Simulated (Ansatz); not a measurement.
Computed with Ansatz.

A structure relaxed at PBE0-D4/def2-TZVP, charge 0, multiplicity 1:

```tsv
atom	x (Å)	y (Å)	z (Å)
O1	0.721	-0.385	1.585
C2	-0.094	0.054	0.809
B3	0.119	-0.067	-0.776
F4	-0.812	0.435	-1.558
H5	-1.013	0.553	1.199
H6	1.078	-0.589	-1.258
```

Give its formula and SMILES.

CH2BFO, `O=CBF`.

Point group (tolerance 0.08 Å, 0.16 Å for H)?

Cs.

Summarise the bond lengths by kind.

1 × C–O 1.208 Å; 1 × B–C 1.604 Å; 1 × C–H 1.115 Å; 1 × B–F 1.315 Å; 1 × B–H 1.194 Å.
